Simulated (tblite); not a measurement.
Species: C₅H₁₀BNO₂.
Geometry (GFN2-xTB, Å), atoms numbered from 1 in this order:
```
atom  x, y, z in Å
C1     2.3763   -0.5964    1.4275
C2     2.5399   -0.2177   -0.0472
C3     1.2687   -0.0754   -0.6915
N4     0.2616    0.0289   -1.2292
B5    -1.1105    0.4921   -1.7567
O6    -1.7390    1.2511   -0.6876
C7    -2.5642    0.6016    0.2055
C8    -1.9041   -0.1648    1.3204
O9    -0.7282   -0.3212    1.5069
H10    1.8654   -1.5502    1.5219
H11    1.7830    0.1512    1.9450
H12    3.3542   -0.6679    1.8966
H13    3.0754    0.7326   -0.1386
H14    3.1080   -0.9870   -0.5794
H15   -1.6806   -0.5099   -2.0752
H16   -0.8180    1.2209   -2.6499
H17   -3.2103    1.3545    0.6863
H18   -3.2349   -0.1216   -0.2982
H19   -2.6523   -0.6116    2.0129
```

Calculated harmonic vibrations of the isolated species, GFN2-xTB (tblite), most abundant isotopes, no scaling. This tight-binding method is rough: wavenumbers can miss measured ones by several per cent, in bad cases by 10 to 20. Modes of hydrogen on boron can be 10 to 20 % off. One conformer, not necessarily the lowest. The optimisation stopped once no atom felt more than 0.01 eV/Å.

Lowest wavenumbers of the output (negative numbers stand for imaginary wavenumbers):
```
mode    cm-1
  1     -46.7
  2      40.6
  3      81.4
  4      88.5
  5     118.3
  6     156.2
  7     176.9
  8     203.6
```

Question: Is this structure a minimum?

Answer: Not by this Hessian. 1 mode is imaginary beyond 20i (47i cm⁻¹), so at this level the point lies at or near a first-order saddle. The curvature is small, so loose convergence or finite differences may be the whole cause.

Question: Which atoms move in the imaginary mode?

Answer: 47i: C1 (methyl carbon) 28 %, H10 (methyl hydrogen) 13 %, H11 (methyl hydrogen) 13 %, C2 (chain CH2 carbon) 11 %. These are shares of the mass-weighted motion.

Question: What is the remedy?

Answer: Step along that mode in both directions, optimise again with tighter thresholds and repeat the frequencies. The zero-point energy of this point (90.8 kcal/mol) counts the 50 real modes alone, and thermal corrections from it aren't those of a minimum.
